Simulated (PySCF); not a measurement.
Harmonic spectrum computed at PBE0 in the def2-TZVP basis family (core potentials from Rb on, PySCF, no spin–orbit coupling):

```tsv
ω (cm⁻¹)	IR (km/mol, summed over degenerate members)	degeneracy
493	0.0	1
879	193	2
1053	0.0	1
1085	68.8	1
1151	482	2
1400	3824	2
1539	0.0	1
1599	0.0	1
2424	19.8	1
```

Which molecule gave it? In each, all ligands are bound to the one heavy central atom.
A. ClH₅ (singlet)
B. BrH₅ (singlet)
C. IH₅ (singlet)
D. SeH₅ (doublet)
E. TeH₅ (doublet)

B. It has C4v symmetry with Br–H 1.434 Å, Br–H 1.685 Å (×4).
